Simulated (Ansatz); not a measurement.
F$_{6}$W, triplet, geometry from GFN2-xTB of the parent state (such geometries of metal compounds can be far from the true shape) (another spin typed on purpose, not shown lowest) (core potentials on W); B3LYP/def2-SVP run with Ansatz (a quantum-chemistry and plane-wave program).

Ansatz was given this input:
Ansatz 0.2 input:
```yaml
crystal:
  periodic: [false, false, false]
  atoms:
    - {symbol: W, position_ang: [0.00000000, -0.00000000, -0.00000000]}
    - {symbol: F, position_ang: [1.10915424, -0.45499889, -1.39234928]}
    - {symbol: F, position_ang: [-1.10915424, 0.45499889, 1.39234928]}
    - {symbol: F, position_ang: [-1.16633876, 0.78225540, -1.18474218]}
    - {symbol: F, position_ang: [-0.88617967, -1.59904226, -0.18339327]}
    - {symbol: F, position_ang: [0.88617967, 1.59904226, 0.18339327]}
    - {symbol: F, position_ang: [1.16633876, -0.78225540, 1.18474218]}
basis:
  gaussian:
    orbitals: def2-SVP
hamiltonian:
  xc: b3lyp
magnetization: {spin_polarized: false, initial_magnetization: 2}
```

Q: Write the output that Ansatz gives for this input, abridged.

A: 
```
Functional definition: B3LYP
1073 factors; integrals over basis functions are off by at most 8.0e-4 eV
mean field evaluation 1: about -18108.5733 eV, gradient 6.6e1 eV
mean field evaluation 2: about -18108.7130 eV, gradient 6.6e1 eV
mean field evaluation 4: about -18112.0457 eV, gradient 4.9e1 eV
mean field evaluation 8: about -18116.1373 eV, gradient 1.3e1 eV
mean field evaluation 16: about -18116.4953 eV, gradient 9.4e-3 eV
mean field evaluation 32: about -17954.6789 eV, gradient 5.0e2 eV
mean field evaluation 64: about -17964.8457 eV, gradient 4.9e2 eV
mean field evaluation 96: about -18115.9770 eV, gradient 2.6e-6 eV
mean field evaluation 128: about -18116.4932 eV, gradient 2.5e-1 eV
mean field evaluation 160: about -18116.4016 eV, gradient 1.4e0 eV
mean field evaluation 192: about -18116.4124 eV, gradient 3.4e0 eV
mean field -18116.49529728 eV, -665.7689223736 hartree, gradient 4.2e-6 eV, S^2 2.000000; 10 other end points of the search recorded, 0 dependent functions left out
reference -18116.49561186 eV, -665.7689339341 hartree; 35, 33 occupied and 81, 83 virtual orbitals, 1073 factors
Total energy: -18116.49561186 eV, -665.7689339341 hartree
```
